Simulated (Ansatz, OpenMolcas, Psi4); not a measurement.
CH6NPSi (SMILES C1NP[SiH2]1): the vertical energy of the triplet above the singlet, rung by rung

CH6NPSi: 10 atoms, total charge 0, spin state singlet. SMILES: `C1NP[SiH2]1`. The coordinates come from a PBE0-D4/def2-TZVP relaxation.

```xyz
10

C    -0.5189    0.7537   -0.2803
N     0.3887    0.8672    0.8652
P     0.9739   -0.7160    1.2759
Si    0.3823   -0.7973   -0.9074
H    -0.5259    1.6473   -0.9107
H    -1.5542    0.5124    0.0036
H     0.1265    1.5005    1.6091
H    -0.2531   -1.3936    1.6315
H     1.4931   -0.4999   -1.8481
H    -0.4292   -1.9255   -1.4358
```

Each level gives the vertical energy of the triplet above the singlet (eV). The values are calculated.

| level | kind | program | value (eV) | less CCSD(T)/def2-SVP | CPU time (all runs) |
| --- | --- | --- | --- | --- | --- |
| HF/def2-SVP | Hartree–Fock | OpenMolcas | 4.65 | -0.15 | 39 s |
| M06-L/def2-SVP | meta-GGA | OpenMolcas | 4.54 | -0.26 | 5 min |
| BHLYP/def2-SVP | global hybrid | Ansatz | 4.79 | -0.01 | 27 s |
| CAM-B3LYP/def2-SVP | range-separated hybrid | Ansatz | 4.70 | -0.10 | 38 s |
| B2PLYP/def2-SVP | double hybrid | Ansatz | 4.69 | -0.11 | 32 s |
| RPA@PBE/def2-SVP | RPA | Ansatz | 4.64 | -0.16 | 34 s |
| MP2/def2-SVP | perturbation theory | Psi4 | 4.89 | +0.09 | 13 s |
| CCSD(T)/def2-SVP, open shells restricted | coupled cluster or CI | OpenMolcas | 4.80 | 0.00 | 3.5 min |
| CCSD/def2-SVP | coupled cluster or CI | Ansatz | 4.85 | +0.05 | 88 s |

CCSD(T)/def2-SVP, open shells restricted is the highest level here, not the true value. The values span 4.54 to 4.89 eV. The second state's dipole differs much between rows, so they may not all be the same state. CPU times are rough (shared hosts, several kinds of processor and program).
